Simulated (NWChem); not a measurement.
System: BCl

Here is an NWChem input.

```
start job
memory heap 200 mb stack 900 mb global 1100 mb
geometry units angstroms noautosym nocenter noautoz
  B      0.000000     0.000000    -1.297369
  Cl     0.000000     0.000000     0.436174
end
basis spherical
  B library aug-cc-pvdz
  Cl library aug-cc-pvdz
end
dft
  xc xpbe96 cpbe96
  iterations 150
  vectors input atomic output neutral.movecs
end
task dft energy
charge 1
dft
  odft
  mult 2
  vectors input atomic output cation.movecs
end
task dft energy
```

Excerpt of the output:

```
             Northwest Computational Chemistry Package (NWChem) 7.3.0
             --------------------------------------------------------

                             Geometry "geometry" -> ""
                             -------------------------

 Output coordinates in angstroms (scale by  1.889725989 to convert to a.u.)

  No.       Tag          Charge          X              Y              Z
 ---- ---------------- ---------- -------------- -------------- --------------
    1 B                    5.0000     0.00000000     0.00000000    -1.29736900
    2 Cl                  17.0000     0.00000000     0.00000000     0.43617400

 Effective nuclear repulsion energy (a.u.)      25.9468995952

  pbe96 is a nonlocal functional; adding pw91lda local functional.

                                 NWChem DFT Module
                                 -----------------

 Summary of "ao basis" -> "ao basis" (spherical)
 ------------------------------------------------------------------------------
       Tag                 Description            Shells   Functions and Types
 ---------------- ------------------------------  ------  ---------------------
 B                        aug-cc-pvdz                9       23   4s3p2d
 Cl                       aug-cc-pvdz               11       27   5s4p2d

            General Information
            -------------------
          SCF calculation type: DFT
          Wavefunction type:  closed shell.
          No. of atoms     :     2
          No. of electrons :    22
           Alpha electrons :    11
            Beta electrons :    11
          Charge           :     0
          Spin multiplicity:     1
          Use of symmetry is: off; symmetry adaption is: off
          Maximum number of iterations: 150
          AO basis - number of functions:    50
                     number of shells:    20
          Convergence on energy requested:  1.00D-06
          Convergence on density requested:  1.00D-05
          Convergence on gradient requested:  5.00D-04

              XC Information
              --------------
          PerdewBurkeErnzerhof Exchange Functional  1.000
            Perdew 1991 LDA Correlation Functional  1.000 local
           PerdewBurkeErnz. Correlation Functional  1.000 non-local

             Grid Information
             ----------------
          Grid used for XC integration:  medium
          Radial quadrature: Mura-Knowles
          Angular quadrature: Lebedev.
          Tag              B.-S. Rad. Rad. Pts. Rad. Cut. Ang. Pts.
          ---              ---------- --------- --------- ---------
          B                   0.85       49          11.0       434
          Cl                  1.00       88          12.0       590
          Grid pruning is: on
          Number of quadrature shells:   137
          Spatial weights used:  Erf1

      Superposition of Atomic Density Guess
      -------------------------------------

 Sum of atomic energies:        -484.00923901

      Non-variational initial energy
      ------------------------------

 Total energy =    -484.250129
 1-e energy   =    -718.739570
 2-e energy   =     208.542542
 HOMO         =      -0.267099
 LUMO         =       0.012670

   convergence    iter        energy       DeltaE   RMS-Dens  Diis-err
 ---------------- ----- ----------------- --------- --------- ---------
 d= 0,ls=0.0,diis     1   -484.7249115420 -5.11D+02  2.17D-02  2.60D-01
 d= 0,ls=0.0,diis     2   -484.5908759089  1.34D-01  1.41D-02  1.04D+00
 d= 0,ls=0.0,diis     3   -484.7558098800 -1.65D-01  2.70D-03  2.88D-02
 d= 0,ls=0.0,diis     4   -484.7602199093 -4.41D-03  7.43D-04  2.22D-03
 d= 0,ls=0.0,diis     5   -484.7605419097 -3.22D-04  9.44D-05  1.03D-04
  Resetting Diis
 d= 0,ls=0.0,diis     6   -484.7605579482 -1.60D-05  3.52D-05  3.18D-06
 d= 0,ls=0.0,diis     7   -484.7605586075 -6.59D-07  3.62D-06  1.12D-08

         Total DFT energy =     -484.760558607513
      One electron energy =     -718.845661612188
           Coulomb energy =      240.087992551201
    Exchange-Corr. energy =      -31.949789141734
 Nuclear repulsion energy =       25.946899595207

 Numeric. integr. density =       21.999999928384

                       DFT Final Molecular Orbital Analysis
                       ------------------------------------

 Vector    9  Occ=2.000000D+00  E=-3.549003D-01
              MO Center=  6.5D-11, -7.0D-11,  2.5D-01, r^2= 1.3D+00
   Bfn.  Coefficient  Atom+Function         Bfn.  Coefficient  Atom+Function
  ----- ------------  ---------------      ----- ------------  ---------------
    32      0.432648  2 Cl px                33      0.407919  2 Cl py
    35      0.301216  2 Cl px                36      0.283999  2 Cl py
     5      0.128351  1 B  px                 6      0.121015  1 B  py
     8      0.033766  1 B  px                 9      0.031836  1 B  py
    17     -0.027261  1 B  d  1              15      0.025703  1 B  d -1

 Vector   10  Occ=2.000000D+00  E=-3.549003D-01
              MO Center=  4.7D-10, -5.0D-10,  2.5D-01, r^2= 1.3D+00
   Bfn.  Coefficient  Atom+Function         Bfn.  Coefficient  Atom+Function
  ----- ------------  ---------------      ----- ------------  ---------------
    33     -0.432648  2 Cl py                32      0.407919  2 Cl px
    36     -0.301216  2 Cl py                35      0.283999  2 Cl px
     6     -0.128351  1 B  py                 5      0.121015  1 B  px
     9     -0.033766  1 B  py                 8      0.031836  1 B  px
    15     -0.027261  1 B  d -1              17     -0.025703  1 B  d  1

[...]
```

Level: PBE/aug-cc-pVDZ, vertical spin-unrestricted ions. Geometry: optimised at PBE-D3(BJ)/def2-SVP.
